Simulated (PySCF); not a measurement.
Input of a run (PBE0-D3(BJ)/def2-SVP geometry optimisation, gas phase (PySCF 2.14.0)), started from GFN2-xTB:
```
{"job": {"xc": "PBE0", "basis": "def2-SVP", "d3": "d3bj", "grid": 1, "kind": "geom"}, "charge": 0, "multiplicity": 1}
O      3.200896     1.209726     0.287937
C      2.567309     0.268762    -0.058979
F      3.236189    -0.822618    -0.553428
C      1.124539     0.072463    -0.045806
C      0.523476    -1.101136    -0.509992
C     -0.844847    -1.238137    -0.477113
C     -1.641524    -0.203960     0.019403
O     -2.977165    -0.383004     0.033291
C     -1.044497     0.969364     0.482749
C      0.324731     1.105297     0.450758
H      1.136982    -1.900407    -0.895384
H     -1.326272    -2.136022    -0.829832
H     -3.421773     0.392774     0.398873
H     -1.662624     1.768932     0.868246
H      0.800166     2.005955     0.807365
```

Output (energies in Eh, forces in Eh/bohr):
```
step   0  E = -519.12883476  max force = 0.020152
step   1  E = -519.12917000  max force = 0.010476
step   2  E = -519.12939211  max force = 0.013143
step   3  E = -519.13005283  max force = 0.003009
step   4  E = -519.12984949  max force = 0.008511
step   5  E = -519.13025395  max force = 0.001058
step   6  E = -519.13026989  max force = 0.000482
step   7  E = -519.13027304  max force = 0.000621
step   8  E = -519.13027813  max force = 0.000216
optimisation converged
```

Question: Summarise the run.

Answer: The energy falls by 3.8 kJ/mol over 9 energy and gradient evaluations, the largest force component goes from 0.0202 to 2.2e-04 Eh/bohr, and the atoms move by 0.015 Å rms after alignment. The bond that changes most is C2–F3 (acyl halide carbon to acyl fluorine), which shortens by 0.028 Å. Bonds longer at the end by more than 0.005 Å: 9 of 15; shorter: 2. The energy rose by more than 1e-6 Eh at step 4. The first step brought 23 % of the lowering.

Question: What are the final bond lengths?

Answer: O1=C2 1.188 Å, C2–F3 1.345 Å, C2–C4 1.470 Å, C4–C5 1.403 Å, C5–C6 1.385 Å, C6–C7 1.402 Å, C7–O8 1.341 Å, C7–C9 1.403 Å, C9–C10 1.386 Å, C4–C10 1.400 Å, C5–H11 1.091 Å, C6–H12 1.091 Å, O8–H13 0.964 Å, C9–H14 1.094 Å, C10–H15 1.092 Å. Numbering counts from 1 in the input's order; the species is `O=C(F)c1ccc(O)cc1`.

The run used 165 basis functions and 66 SCF cycles in all.

No frequency check. One conformer, not necessarily the lowest.

Shape of the structure used: `[O:1]=[C:2]([F:3])[c:4]1[cH:5][cH:6][c:7]([OH:8])[cH:9][cH:10]1`: O1–C2–C4–C5 180°, H–O8–C7–C6 180°.
